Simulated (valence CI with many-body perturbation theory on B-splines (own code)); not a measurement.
## Energy levels of Nd LVI

Calculated by relativistic CI+MBPT: three valence electrons over a frozen Dirac-Fock core [He], radial functions for each j: 11 s, 11 p, 9 d, 7 f, 5 g, 2 h, 1 i, with the one-electron correlation potential Σ1, the two-electron term Σ2, the three-electron term Σ3, Breit, model QED; selected CI, second order for the rest (own B-spline code, finite nucleus).

No measured spectrum was set against this ion. As an estimate, large intervals hold to a few tenths of a per cent, small ones and those within an open d or f shell to about a per cent.

Levels 91 to 101 of 101, with energies above the lowest level, (2s^2 2p1/2) J=1/2. "Leading %" is the weight of the configuration and term that name the level; weights of strongly mixed levels are sums over their largest components and can fall short. In the jj column 3d3/2^4 stands for four electrons in 3d with j = 3/2. Lifetimes count E1, E2, E3, M1 and M2 decay at the calculated energies, and are blank where another channel may lead or the interval is too uncertain; long ones can be off by a factor of two.

```
No.  Configuration  Term    J  E (× 10³ cm⁻¹)  Leading %                 Leading jj  Lifetime
 91          2p²3p   ²P°  1/2           62537         86   2p1/2 2p3/2 3p3/2 (99 %)   5.17 fs
 92          2p²3d    ²G  7/2           62588         50   2p1/2 2p3/2 3d3/2 (97 %)    147 fs
 93          2p²3d    ²D  5/2           62695         34   2p1/2 2p3/2 3d3/2 (93 %)   1.33 fs
 94          2p²3d    ²D  3/2           62737         47   2p1/2 2p3/2 3d3/2 (96 %)   1.31 fs
 95          2p²3d    ²P  1/2           62802         36   2p1/2 2p3/2 3d3/2 (99 %)   1.13 fs
 96          2p²3d    ⁴D  7/2           62822         47   2p1/2 2p3/2 3d5/2 (99 %)   41.4 fs
 97          2p²3d    ²P  3/2           62953         37   2p1/2 2p3/2 3d5/2 (96 %)   1.77 fs
 98          2p²3d    ²G  9/2           62956         63  2p1/2 2p3/2 3d5/2 (100 %)    291 fs
 99          2p²3d    ²F  5/2           62964         42   2p1/2 2p3/2 3d5/2 (95 %)   1.50 fs
100          2p²3d    ²D  5/2           63091         60   2p1/2 2p3/2 3d5/2 (97 %)   1.03 fs
101          2p²3d    ²F  7/2           63138         68   2p1/2 2p3/2 3d5/2 (97 %)    981 as
```
